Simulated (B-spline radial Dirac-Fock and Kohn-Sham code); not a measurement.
**What relativity does to the binding energies of Xe⁴⁵⁺**

System: the Xe⁴⁵⁺ ion, [He] 2s2 2p5.

Both columns are ΔSCF binding energies of the configuration average from an atomic code on a B-spline grid: non-relativistic Hartree-Fock with a point nucleus, and Dirac-Fock with a finite nucleus and the Coulomb interaction alone, averaged over the two j levels with weights 2j+1.

```tsv
shell	Hartree-Fock (eV)	Dirac-Fock (eV)	shift (eV)	shift (%)
1s	36574.4	38075.8	+1501.39	+4.11
2s	8104.5	8522.6	+418.10	+5.16
2p	7864.7	8021.5	+156.81	+1.99
```

Relativity binds 1s, 2s, 2p more strongly, among those listed most of all 2s in relative terms.

Values without a named source are computed, but for edge energies of neutral atoms, which are taken from tables.
